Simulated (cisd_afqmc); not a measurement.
Input (AFQMC/CISD/cc-pVDZ; cisd_afqmc is a phaseless AFQMC code with CISD trial states that reads the integrals written by Ansatz):

Ansatz 0.2 input:
```python
import cisd_afqmc

open("ham.yaml", "w").write("""\
crystal:
  periodic: [false, false, false]
  atoms:
    - {symbol: F, position_ang: [-1.21273912, 0.27443436, -0.27944097]}
    - {symbol: B, position_ang: [-0.03125301, -0.00290498, -0.02162157]}
    - {symbol: O, position_ang: [1.13937716, -0.22012013, 0.31704327]}
    - {symbol: H, position_ang: [1.95589989, -0.69442324, 0.08673045]}
basis:
  gaussian:
    orbitals: cc-pVDZ
total_charge: 1
magnetization: {spin_polarized: false}
correlation: {method: ccsd, electrons: outside_noble_gas, hamiltonian_folder: ham}
""")
rep = cisd_afqmc.ansatz("ham.yaml")
e_ccsd = rep["correlation"]["coupled_cluster"]["energy"]["hartree"]
out = cisd_afqmc.run("ham", e_ccsd, trial="CISD", walkers=200, populations=8, threads=8, dt=0.005, steps=40, early=24, settle=10, least=32,
    cut=5e-5, rank_cut=2e-4, target=0.0004, seconds=1500, seed=1, memory=17280, gpu=False)
```

Output:

```
orbitals 44, occupied [8], factors 237 of 431, rank of the doubles 144 of 288
E(HF) = -199.356254
E(CCSD) on the cut factors = -199.799375, shift to the whole factors -0.000004
Energy of the trial state on the determinant = -199.799414
  tau behind 7.2 of longer steps, mean of the populations' last blocks
   2.0  -199.81045
   4.0  -199.81007
   6.0  -199.81172
   8.0  -199.81136
  10.0  -199.81051
  12.0  -199.81166
blocks 484 (0 outliers left out), error by blocks joined: 1: 0.00020, 2: 0.00024, 4: 0.00029, 8: 0.00033, 16: 0.00039
E(AFQMC/CISD) = -199.81114 +/- 0.00039
```
